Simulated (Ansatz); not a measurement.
Cl$_{3}$STa (`[S]=[Ta]([Cl])([Cl])[Cl]`), relaxed with RKS PBE-D4/def2-SVP in Ansatz 0.2.0 from a rough embedded geometry. The force threshold is 0.03 eV/Å; the program also tests the step.

The species carries charge 0 and has multiplicity 1. Ta: def2 effective core potential.

Start:

```xyz
5

S    -1.147    0.274   -1.894
Ta   -0.035   -0.013   -0.071
Cl   -0.628    1.828    1.504
Cl   -0.628   -2.136    0.975
Cl    2.438    0.047   -0.514
```

Q: By how much does the energy fall, and how many steps does the optimiser take? (An estimate is asked.)

A: Computed: 18.24 kcal/mol, in 3 steps.

Q: Which bonds change most? (Estimate.)

A: Ansatz gave: Ta2–Cl5 from 2.514 to 2.295 Å; Ta2–Cl3 from 2.495 to 2.295 Å; Ta2–Cl4 from 2.440 to 2.295 Å; S1–Ta2 from 2.154 to 2.162 Å.

Q: Give the relaxed structure. (An estimate is asked.)

A: Ansatz gave: 
```xyz
5

S    -1.082    0.251   -1.830
Ta    0.011   -0.002    0.018
Cl   -0.577    1.729    1.405
Cl   -0.598   -2.031    0.902
Cl    2.247    0.053   -0.495
```
